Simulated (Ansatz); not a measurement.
`S[Si](S)(Cl)Cl` → 2 Cl• + 2 H• + 2 S• + Si•  (atomization)

Calculated with Ansatz (gas phase, PBE0-D4/def2-TZVP geometries, no zero-point term in ΔE). CCSD(T)/CBS is frozen-core, at the limit of the def2 triple- and quadruple-zeta sets. DFT in def2-TZVPP. B3LYP here is the variant with VWN-RPA as its local correlation; programs differ in this. Open shells (•) are unrestricted, without spin–orbit coupling. Spin–orbit coupling would lower the free atoms: a little for Cl, S, Si. Each species was taken in one conformer, which may not be the lowest.

```csv
level,ΔE (kJ/mol),difference from CCSD(T)/CBS
PBE-D4,2227.5,24.6
r2SCAN-D4,2214.2,11.3
PBE0-D4,2196.2,-6.7
B3LYP-D4,2152.1,-50.8
ωB97X-V,2213.1,10.2
ωB97M-V,2217.6,14.7
B2PLYP,2125.1,-77.8
PBE,2195.7,-7.2
r2SCAN,2207.1,4.2
PBE0,2168.8,-34.1
B3LYP,2099.5,-103.4
HF/def2-TZVPP,1543.0,-659.9
MP2/def2-TZVPP,2175.5,-27.4
SCS-MP2/def2-TZVPP,2133.9,-69.0
CCSD/def2-TZVPP,2050.5,-152.4
CCSD(T)/def2-TZVPP,2101.6,-101.3
HF/def2-QZVPP,1545.7,-657.2
MP2/def2-QZVPP,2229.6,26.7
SCS-MP2/def2-QZVPP,2191.6,-11.3
CCSD/def2-QZVPP,2104.5,-98.4
CCSD(T)/def2-QZVPP,2160.7,-42.2
HF/CBS(def2),1546.1,-656.8
MP2/CBS(def2),2268.1,65.2
CCSD/CBS(def2),2142.9,-60.0
CCSD(T)/CBS,2202.9,0
```

Largest T1 diagnostic among the species: 0.012.

The D4 term adds +52.6 kJ/mol with B3LYP and +27.4 kJ/mol with PBE0; it sums over pairs of atoms, weighted by their polarisabilities, and B3LYP, whose exchange is more repulsive, gets the larger term. In def2-TZVPP, CCSD(T) changes the Hartree–Fock value by +558.6 kJ/mol (the triples alone add +51.1 kJ/mol) and MP2 by +632.5 kJ/mol; breaking electron pairs costs correlation energy, which Hartree–Fock lacks. From PBE to PBE0 (25 % exact exchange), in def2-TZVPP and without D4, ΔE moves by −26.9 kJ/mol: exact exchange takes away binding that semilocal exchange gives to molecules.

CCSD(T)/CBS has its own doubt, a few kJ/mol and more with outer-core shells, so smaller differences from it don't rank the levels.
